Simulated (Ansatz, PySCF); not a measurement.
System: sum formula H$_{2}$SiO$_{2}$, charge -1, multiplicity 2. 
Geometry from a B3LYP-D3(BJ)/def2-TZVP (Ansatz, a first-principles code) optimisation:
```xyz
5

Si    -0.1128    -0.0475     0.6799
O      0.4332    -1.2542    -0.4904
H      1.1804    -0.8957    -0.9839
O     -0.2807     1.3185    -0.4289
H     -0.8214     1.0470    -1.1802
```
Charge -1, spin multiplicity 2.

Total electronic energies in hartree. Correlated levels leave the core frozen unless marked. UHF or UKS for open shells. Spin-orbit coupling is left out. Non-relativistic. CBS(X,Y): correlation extrapolated as X^-3; Hartree-Fock from the larger set. The bracket is a focal-point correction in the basis named.

```csv
level,program,energy (Eh)
HF/6-31G*,Ansatz,-439.80699
HF/cc-pV(D+d)Z,Ansatz,-439.84415
HF-D4/def2-TZVPD,PySCF + dftd4,-439.94888
BP86-D4/def2-TZVPD,PySCF + dftd4,-441.31593
TPSS-D4/def2-TZVPD,PySCF + dftd4,-441.31340
B97M-V/def2-TZVPD,Ansatz,-441.14965
B3LYP-D3(BJ)/def2-TZVPD,Ansatz + dftd3,-441.30474
BHLYP-D3(BJ)/def2-TZVPD,Ansatz + dftd3,-441.20059
TPSSh-D3(BJ)/def2-TZVPD,PySCF + dftd3,-441.28666
HSE06-D4/def2-TZVPD,Ansatz + dftd4,-440.98144
wB97X-V/def2-TZVPD,Ansatz,-441.17082
B2PLYP-D3(BJ)/def2-TZVPD,Ansatz + dftd3,-441.06226
RPA@PBE/cc-pV(Q+d)Z,Ansatz,-440.93677
MP2/aug-cc-pV(T+d)Z,Ansatz,-440.55684
RI-MP2/cc-pV(T+d)Z,Ansatz,-440.51989
SCS-MP2/6-31G,Ansatz,-440.01674
SCS-MP2/cc-pV(T+d)Z,Ansatz,-440.50843
SCS-MP2/cc-pwCVTZ,Ansatz,-440.52139
CCSD/6-31G,Ansatz,-440.03458
CCSD/6-31G*,Ansatz,-440.26331
CCSD(T)/aug-cc-pV(D+d)Z,Ansatz,-440.43251
CCSD(T)/cc-pV(D+d)Z,Ansatz,-440.33625
"RI-MP2/CBS(aug-cc-pV(T+d)Z,aug-cc-pV(Q+d)Z)+[CCSD(T)-MP2]/aug-cc-pV(T+d)Z",Ansatz,-440.6772
```

Totals of different functionals don't rank their quality; only differences between species are comparable.
